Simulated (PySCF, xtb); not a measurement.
C3H9NSi, SMILES NC/C=C/[SiH3].

GFN2-xTB in xtb at its own geometry gives an orbital gap of 3.73 eV and a dipole moment of 0.96 D.

Geometry: B3LYP-D3(BJ)/def2-SVP. The structure was generated by enumeration; whether it is a known compound was not checked. One conformer was computed; it need not be the lowest.

### Question
What does PBE/def2-TZVP (PySCF) give? (Estimate from the structure and the level; the computed values follow.)

### Answer
gap 4.21 eV (levels -5.63 and -1.42 eV), dipole 0.55 D.
